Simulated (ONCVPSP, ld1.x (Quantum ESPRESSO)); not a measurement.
## Potentials for iodine compared

Generated with ld1.x 7.5 (TM, RRKJ, ultrasoft, PAW), atompaw 4.2 or ONCVPSP 4.0.1. The cutoff is in Ry: for ld1.x and atompaw files where the sum of valence levels is converged to 10 mRy in a Bessel basis, for ONCV files where the hardest occupied wave has 1 mHa per electron of residual kinetic energy. The error is the largest all-electron minus pseudo excitation energy over each file’s own four to seven test configurations (ionisations up to +4, promotions, holes and added fractions of an electron), all of which were solved. The labels leave out finer settings (local radius, basis sizes, second energies), which also bear on the numbers. Spin-polarised tests are not counted. The rows are a selection from randomly drawn settings: files with unsolved tests, undetermined cutoffs or missed reference levels are left out.

A true bound ghost makes a file unfit for plane-wave use even where its test errors are small: the radial tests pick states by their node count and pass the ghost by.

| potential | cutoff (Ry) | largest error (meV) | bound ghosts |
| --- | --- | --- | --- |
| ONCV, PBEsol, scalar-relativistic, rc 1.10/1.10/1.35 (spd), local smoothed, core correction no, reference 4s2 4p6 4d10 5s2 5p5, qcut 12.1/14.7/12.2, projectors 2/2/2 | 141 | -13 | none |
| ONCV, PW91, fully relativistic, rc 1.85/1.80/0.85/1.75 (spdf), local smoothed, core correction yes, reference 4d10 5s2 5p5, qcut 3.6/5.4/10/7, projectors 2/2/2/2 | 146 | +8.9 | s, p3/2, p1/2 |
| TM, PBE, fully relativistic, rc 1.75/1.70 (sp), local s, core correction yes, reference 5s1.5 5p5.5 | 40 | -97 | none |
| ONCV, PBEsol, scalar-relativistic, rc 1.85/1.50/1.45 (spd), local smoothed, core correction no, reference 4p6 4d10 5s1 5p6, qcut 3.6/10.4/10.1, projectors 2/2/3 | 81 | -33 | s |
| ONCV, PBEsol, non-relativistic, rc 1.90/2.10/1.25 (spd), local d, core correction no, reference 4d10 5s2 5p5, qcut 3.3/4.1/14, projectors 2/2/0 | 117 | +2.2 | s, p |
| ONCV, PBEsol, scalar-relativistic, rc 1.40/1.85 (sp), local s, core correction yes, reference 5s1.5 5p5.5, qcut 4.4/4.8, projectors 0/2 | 97 | -48 | none |

**Question.** Fill in the row for I: ONCV, PBEsol, fully relativistic, rc 1.15/1.10/1.25 (spd), local smoothed, core correction yes, reference 4s2 4p6 4d10 5s2 5p5, qcut 9.2/10.1/12, projectors 2/3/1.

**Answer.** cutoff 106 Ry, largest error +3.7 meV, bound ghosts: none.

**Question.** Fill in the row for I: TM, Wu–Cohen, scalar-relativistic, rc 1.75/1.80/1.55 (spd), local smoothed, core correction no, reference 5s2 5p4.5.

**Answer.** cutoff 35 Ry, largest error -45 meV, bound ghosts: d, s, p.
